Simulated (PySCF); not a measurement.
**Broadened absorption spectrum of 4H-pyran-4-thione**

Species: 4H-pyran-4-thione, C5H4OS.
SMILES: `S=c1ccocc1`

Theory: TDDFT CAM-B3LYP/def2-SVPD, vertical, gas phase, core orbitals frozen in the response in PySCF. Geometry: PBE0-D3(BJ)/def2-SVP; no solvent, vibrations or thermal averaging.

Each state is given a Gaussian of 0.3 eV full width at half maximum, with ε(max) = 2.175×10⁸ f / Δν̃ (Δν̃ the width in cm⁻¹). The width is an assumption, not a result. The curve ends short of the highest state used, and states not computed would add to its high-energy end.

```
E (eV)  ε (L mol⁻¹ cm⁻¹)
  2.09                 0
  2.19                 0
  2.29                 0
  2.38                 0
  2.48                 0
  2.58                 0
  2.67                 0
  2.77                 0
  2.87                 0
  2.96                 0
  3.06                 0
  3.16                 0
  3.25                 0
  3.35                 0
  3.45                 0
  3.54                 0
  3.64                 0
  3.74                 2
  3.83                29
  3.93               413
  4.03              3229
  4.12             12138
  4.22             29439
  4.32             38564
  4.41             29052
  4.51             11869
  4.61              2721
  4.70               526
  4.80               107
  4.90                29
  4.99                 7
  5.09                 1
  5.19                 0
  5.28                 0
  5.38                 0
  5.48                 7
  5.57                84
  5.67               720
  5.77              3331
  5.86              7810
  5.96             11217
  6.06              8737
  6.15              4291
  6.25              2032
```

Problem. Locate the maxima and give the states behind the curve.

Solution. 287 nm (4.31 eV), ε about 39000, made up of S2 (100%); 208 nm (5.97 eV), ε about 11000, made up of S5 (98%) (ε in L mol⁻¹ cm⁻¹; maxima over ε = 5, shares over 10%). The states used: S1 2.54 eV (f 0.0000); S2 4.31 eV (f 0.429); S3 4.64 eV (f 0.0014); S4 4.74 eV (f 0.0003); S5 5.97 eV (f 0.122); S6 5.98 eV (f 0.0027); S7 6.16 eV (f 0.0005); S8 6.49 eV (f 0.065); S9 6.56 eV (f 0.0074); S10 6.85 eV (f 0.028).

Problem. What would ε be at 4.31 eV, the highest of these maxima, with half the width (0.15 eV)?

Solution. About 77100 L mol⁻¹ cm⁻¹ against 38600, a factor of about 2.00; a lone state at its own centre would give exactly 2.

Problem. Coming from long wavelengths, where does ε first pass 100 L mol⁻¹ cm⁻¹?

Solution. At about 320 nm (3.88 eV), 1.33 eV above S1.

Problem. On this curve, what absorbance would a 10⁻⁴ mol/L sample give at 266 nm over a 1 cm path?

Solution. 266 nm is 4.661 eV, where ε is about 1100 L mol⁻¹ cm⁻¹, so A = ε c l ≈ 0.11 (Beer–Lambert, with the gas-phase spectrum and the assumed width).

The vertical ionisation energy (ΔSCF) is 8.04 eV, 1.19 eV above S10.
